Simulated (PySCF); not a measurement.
A structure optimised at PBE0-D3(BJ)/def2-SVP, used in a PySCF frequency run:

```xyz
8

O     -0.8972     1.7898     0.0000
C     -0.0396     0.9427     0.0000
O      1.2655     1.2130     0.0000
Si    -0.5607    -0.8984     0.0000
F      0.7212    -1.8919     0.0000
H      1.3574     2.1829     0.0000
H     -1.3534    -1.1287     1.2339
H     -1.3534    -1.1287    -1.2339
```

Write its SMILES, formula and point group.

O=C(O)[SiH2]F, CH₃FO₂Si, Cs

What are its rotational constants (standard atomic weights)?

7.7307, 2.7030, 2.0527 GHz
